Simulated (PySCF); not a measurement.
## Identify the compound

The spectra below were simulated for a compound C$_{6}$H$_{9}$NO$_{2}$Si.

$^{1}$H NMR (300 MHz, computed): δ 6.70 (m, 2H), 6.40 (m, 2H), 5.83 (s, 2H), 2.17 (s, 3H).

$^{13}$C{$^{1}$H} NMR (computed): δ 166.6 (C), 114.9 (CH, 2C), 108.4 (CH, 2C), 20.7 (CH3).

Single conformer, no relativistic terms, in vacuum, averaged over atoms made equivalent by symmetry, fast rotation or ring inversion. Geometry from PBE0-D3(BJ)/def2-SVP; NMR shieldings at KT2/pcSseg-1/GIAO; PySCF.

Scale: TMS for $^{1}$H (σref 31.18), $^{13}$C (σref 183.22) (reference shieldings calculated alike).

Q: What is the structure?

A: 
Rings plus π bonds: 4 (1 ring in the answer). 4 carbon signals for 6 carbons: some carbons are equivalent by symmetry or fast rotation. Carbon types of the structure: 1 × C, 4 × CH, 1 × CH3, leaving 2 H on heteroatoms. δC 166.6: carbonyl carbon. δC 114.9: aromatic CH next to a ring nitrogen. δC 108.4: aromatic CH. δC 20.7: methyl carbon α to a carbonyl; the adjacent C=O deshields it moderately. δH 6.70: hydrogen on an aromatic CH next to a ring nitrogen; ring-current deshielding. δH 6.40: hydrogen on an aromatic CH; ring-current deshielding. δH 2.17: hydrogen on a methyl carbon α to a carbonyl; α to C=O.

The compound is `CC(=O)O[SiH2]n1cccc1`.

This is the structure that produced the data.

Shifts are as computed. Against solution values, carbons near 30 ppm lie about +2 ppm off and those near 130 ppm about -5 ppm. Of 1211 compounds with measured shifts, 218 miss one by over three times the rms of a fit or turn the order of signals round; such compounds aren't used in these exercises. No couplings were computed; multiplicities are counted from neighbouring protons, with m where these are inequivalent, close in shift, in a saturated or five-membered ring or joined by F or P, and br s for small geminal =CH2 splittings.
